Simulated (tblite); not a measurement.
HF$_{5}$OW, triplet, at a GFN2-xTB geometry (such geometries of metal compounds can be far from the true shape) (the multiplicity is a formal guess); IPEA1-xTB in tblite.

The tblite input:
```
$ tblite run mol.xyz --method ipea1 --charge 0 --spin 2 --json tblite.json --no-restart

# file mol.xyz
8

W      0.00250320    -0.00514199     0.00119349
F     -0.77256193     1.58697031    -0.36834621
F      1.45787778     0.98427826     1.00354396
F      0.78110345    -0.01179125    -1.86843523
F     -0.81250390     0.07629300     1.85346395
F     -1.48927824    -0.91977652    -1.01851524
O      0.76864940    -1.57893332     0.36648077
H      1.18383349    -2.43179028     0.56443446
```

The log (banner, timings and long lists left out):

```
xTB calculator
 | screened Coulomb repulsion
 | Coulomb electrostatics
 |  * isotropic Klopman-Ohno-Mataga-Nishimoto electrostatics
 |  * onsite third-order electrostatics
 | DFT-D3(BJ) dispersion correction

halogen bonding energy    0.0000000000000E+00 Eh
repulsion energy          4.3351650365429E-02 Eh
dispersion energy        -2.1770985921873E-03 Eh
number of electrons       4.8000000000000E+01 e
integral cutoff           4.0000000000000E+01 bohr

------------------------------------------------------------
  cycle        total energy    energy error   density error
------------------------------------------------------------
      1     -32.80523380819  -3.2846408E+01   8.6720873E-01
      2     -33.37870244748  -5.7346864E-01   7.6400555E-01
      3     -34.64259861433  -1.2638962E+00   2.5266977E-01
      4     -34.45357228285   1.8902633E-01   2.3680232E-01
      5     -34.64941829406  -1.9584601E-01   6.7362635E-02
      6     -34.67072462369  -2.1306330E-02   3.3465083E-02
      7     -34.67255727691  -1.8326532E-03   2.3211891E-02
      8     -34.67407688997  -1.5196131E-03   8.7954824E-03
      9     -34.67391248072   1.6440925E-04   1.0596177E-02
     10     -34.67394921370  -3.6732980E-05   1.0261668E-02
     11     -34.67433293834  -3.8372463E-04   4.5238958E-03
     12     -34.67436878361  -3.5845270E-05   3.1711182E-03
     13     -34.67439689905  -2.8115439E-05   1.4317525E-03
     14     -34.67440150563  -4.6065782E-06   8.4372685E-04
     15     -34.67440383028  -2.3246540E-06   1.8506782E-04
     16     -34.67440395434  -1.2405549E-07   6.6574049E-05
     17     -34.67440397260  -1.8263243E-08   1.0538014E-05
------------------------------------------------------------

electronic energy        -3.4715578524373E+01 Eh
total energy             -3.4674403972600E+01 Eh

Post processing:
 | Mayer-Wiberg bond orders

[Info] JSON dump of results written to 'tblite.json'
```
